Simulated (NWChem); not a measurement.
The numbers come from NWChem runs, not from measurements. System: stibine (H3Sb), charge 0, spin multiplicity 1, at a geometry optimised with B3LYP/def2-SVP with def2 effective core potentials on Sb. Level: B2PLYP/def2-TZVPD with def2 effective core potentials on Sb, 4 core orbitals frozen.

Input file:

```
start mol
memory heap 200 mb stack 800 mb global 1000 mb
geometry units angstroms nocenter noautoz
  Sb     0.000552     0.054131     0.000000
  H     -0.720255    -0.912955     1.231318
  H     -0.720255    -0.912955    -1.231318
  H      1.412339    -0.934769     0.000000
  symmetry group Cs
end
basis spherical
  * library def2-tzvpd
end
ecp
  Sb library def2-ecp
end
dft
  xc hfexch 0.53 becke88 0.47 lyp 0.73 mp2 0.27
  dftmp2
  semidirect memsize 60000000 filesize 0
  iterations 100
end
mp2
  freeze core 4
end
task dft energy
```

Output (cleaned and shortened):

```
             Northwest Computational Chemistry Package (NWChem) 7.3.0
             --------------------------------------------------------

                                NWChem Input Module
                                -------------------

 Scaling coordinates for geometry "geometry" by  1.889725989
 (inverse scale =  0.529177249)

 Turning off AUTOSYM since
 SYMMETRY directive was detected!

                             Geometry "geometry" -> ""
                             -------------------------

 Output coordinates in angstroms (scale by  1.889725989 to convert to a.u.)

  No.       Tag          Charge          X              Y              Z
 ---- ---------------- ---------- -------------- -------------- --------------
    1 Sb                  51.0000     0.00055200     0.05413100     0.00000000
    2 H                    1.0000    -0.72025500    -0.91295500     1.23131800
    3 H                    1.0000    -0.72025500    -0.91295500    -1.23131800
    4 H                    1.0000     1.41233900    -0.93476900     0.00000000

 Effective nuclear repulsion energy (a.u.)      47.6169136943

            Nuclear Dipole moment (a.u.)
            ----------------------------
        X                 Y               Z
 ---------------- ---------------- ----------------
    -0.0000359048     0.0000037795     0.0000000000

      Symmetry information
      --------------------

 Group name             Cs
 Group number              2
 Group order               2
 No. of unique centers     3

      Symmetry unique atoms

     1    2    4


 Summary of "ao basis" -> "" (spherical)
 ------------------------------------------------------------------------------
       Tag                 Description            Shells   Functions and Types
 ---------------- ------------------------------  ------  ---------------------
 *                         def2-tzvpd                 on all atoms

 Summary of "ao basis" -> "ao basis" (spherical)
 ------------------------------------------------------------------------------
       Tag                 Description            Shells   Functions and Types
 ---------------- ------------------------------  ------  ---------------------
 Sb                        def2-tzvpd               18       56   7s5p4d2f
 H                         def2-tzvpd                5        9   3s2p

 Summary of "ao basis" -> "ao basis" (spherical)
 ------------------------------------------------------------------------------
       Tag                 Description            Shells   Functions and Types
 ---------------- ------------------------------  ------  ---------------------
 Sb                        def2-tzvpd               18       56   7s5p4d2f
 H                         def2-tzvpd                5        9   3s2p

      Symmetry analysis of basis
      --------------------------

        a'         53
        a"         30

            General Information
            -------------------
          SCF calculation type: DFT
          Wavefunction type:  closed shell.
          No. of atoms     :     4
          No. of electrons :    26
           Alpha electrons :    13
            Beta electrons :    13
          Charge           :     0
          Spin multiplicity:     1
          Use of symmetry is: on ; symmetry adaption is: on
          Maximum number of iterations: 100
          AO basis - number of functions:    83
                     number of shells:    33
          Convergence on energy requested:  1.00D-06
[...]
              MO Center=  2.2D-03,  2.1D-01, -1.5D-14, r^2= 2.7D+00
   Bfn.  Coefficient  Atom+Function         Bfn.  Coefficient  Atom+Function
  ----- ------------  ---------------      ----- ------------  ---------------
    18      0.358830  1 Sb py                 5      0.348400  1 Sb s
     6      0.348266  1 Sb s                 12     -0.322928  1 Sb py
    15      0.291345  1 Sb py                 3     -0.226369  1 Sb s
     2      0.206525  1 Sb s                  4     -0.157494  1 Sb s
    21      0.156316  1 Sb py                58     -0.123733  2 H  s

 Vector   14  Occ=0.000000D+00  E= 2.247278D-02  Symmetry=a'
              MO Center= -2.8D-03, -2.4D-01,  1.0D-13, r^2= 1.0D+01
   Bfn.  Coefficient  Atom+Function         Bfn.  Coefficient  Atom+Function
  ----- ------------  ---------------      ----- ------------  ---------------
     7      1.923114  1 Sb s                 59     -0.435822  2 H  s
    68     -0.435822  3 H  s                 77     -0.435637  4 H  s
    21     -0.424663  1 Sb py                 5     -0.330249  1 Sb s
     6     -0.319115  1 Sb s                  3      0.210049  1 Sb s
    81      0.197525  4 H  px                 2     -0.187854  1 Sb s

 Vector   15  Occ=0.000000D+00  E= 2.475332D-02  Symmetry=a'
              MO Center= -1.7D-01,  2.1D-01,  1.2D-10, r^2= 5.5D+00
   Bfn.  Coefficient  Atom+Function         Bfn.  Coefficient  Atom+Function
  ----- ------------  ---------------      ----- ------------  ---------------
    20      0.418395  1 Sb px                38      0.335750  1 Sb d -2
    17      0.258275  1 Sb px                77     -0.223958  4 H  s
    11     -0.212253  1 Sb px                76     -0.213163  4 H  s
    14      0.202340  1 Sb px                40      0.201557  1 Sb d  0
    59      0.111623  2 H  s                 68      0.111623  3 H  s

 Vector   16  Occ=0.000000D+00  E= 2.475659D-02  Symmetry=a"
              MO Center=  1.7D-01,  2.0D-01, -1.2D-10, r^2= 5.5D+00
   Bfn.  Coefficient  Atom+Function         Bfn.  Coefficient  Atom+Function
  ----- ------------  ---------------      ----- ------------  ---------------
    22      0.418425  1 Sb pz                39      0.331063  1 Sb d -1
    19      0.258289  1 Sb pz                41     -0.236164  1 Sb d  1
    13     -0.212258  1 Sb pz                16      0.202344  1 Sb pz
    59     -0.193752  2 H  s                 68      0.193752  3 H  s
    58     -0.184647  2 H  s                 67      0.184647  3 H  s

 center of mass
 --------------
 x =   0.00058475 y =   0.05737102 z =   0.00000000

 moments of inertia (a.u.)
 ------------------
          20.914683915125           0.009575095381           0.000000000000
           0.009575095381          21.826358963921           0.000000000000
           0.000000000000           0.000000000000          20.914585758082

     Multipole analysis of the density
     ---------------------------------

     L   x y z        total         alpha         beta         nuclear
     -   - - -        -----         -----         ----         -------
     0   0 0 0     -0.000000    -13.000000    -13.000000     26.000000

     1   1 0 0      0.001786      0.015515      0.015515     -0.029244
     1   0 1 0      0.177532      1.520863      1.520863     -2.864193
     1   0 0 1      0.000000      0.000000      0.000000      0.000000

     2   2 0 0    -20.970705    -15.899520    -15.899520     10.828335
     2   1 1 0     -0.016836     -0.000557     -0.000557     -0.015722
     2   1 0 1      0.000000      0.000000      0.000000      0.000000
     2   0 2 0    -22.619543    -15.966726    -15.966726      9.313909
     2   0 1 1     -0.000000     -0.000000     -0.000000      0.000000
     2   0 0 2    -20.970489    -15.899492    -15.899492     10.828496

                   NWChem MP2 Semi-direct Energy/Gradient Module
                   ---------------------------------------------

  Basis functions       =     83
  Molecular orbitals    =     83
  Frozen core           =      4
  Frozen virtuals       =      0
  Active alpha occupied =      9
  Active beta occupied  =      9
  Active alpha virtual  =     70
  Active beta virtual   =     70
  Use MO symmetry       = T
  Use skeleton AO sym   = T

  AO/Fock/Back tols     =   1.0D-09  1.0D-09  1.0D-09

 GA uses MA = F    GA memory limited = T

 Available:
  local mem=  3.28D+07
 global mem=  1.31D+08
 local disk=  0.00D+00
  mp2_memr nvloc                    70
  nvloc new                    70
   1 passes of   9:        5242880                      45540                   7478871.
   1 passes of   9: M     32842841           G      131058222           F      27599961.

 Semi-direct pass number   1 of   1  for RHF alpha+beta  at        3.4s
  vrange nnbf                  3486
  mp2_eaftype                    28  avail_ma_in_mb                   286
 EAF : mp2_eaftype filesize          28    3739436.
  mp2_eaf for mointskh                     28
Node 0 wrote     17.6 Mb in      0.0 s     Agg I/O rate:  1960.1 Mb/s
 Done moints_semi at        6.3s
  mp2_eaftype                    28  avail_ma_in_mb                   286
 EAF : mp2_eaftype filesize          28    3739436.
  mp2_eaf for kh                    28
 Done maket at        6.5s
 Done multipass loop at        6.5s

          -------------------------------------------
          DFT energy                    -241.694914827050
          Unscaled MP2 energy             -0.428283325403
          Total DFT+MP2 energy          -241.810551324909
          -------------------------------------------

 -----------------------
 Performance information
 -----------------------

 Timer overhead =  2.45D-07 seconds/call

               Nr. of calls         CPU time (s)                 Wall time (s)                GFlops
             ---------------    -------------------     ------------------------------   -------------------
Name         Min   Avg   Max    Min     Avg     Max     Min     Avg     Max   Mx/calls   Min     Max     Sum
mp2: moin     1     1     1    2.9     2.9     2.9      2.9     2.9     2.9     2.9      0.0     0.0     0.0
mp2: make     1     1     1   0.15    0.15    0.15     0.15    0.15    0.15    0.15      0.0     0.0     0.0
mp2: tota     1     1     1    3.1     3.1     3.1      3.1     3.1     3.1     3.1      0.0     0.0     0.0

 The average no. of pstat calls per process was 3.00D+00
 with a timing overhead of 7.35D-07s

 Task  times  cpu:        6.4s     wall:        6.4s

 Total times  cpu:        6.5s     wall:        6.5s
```
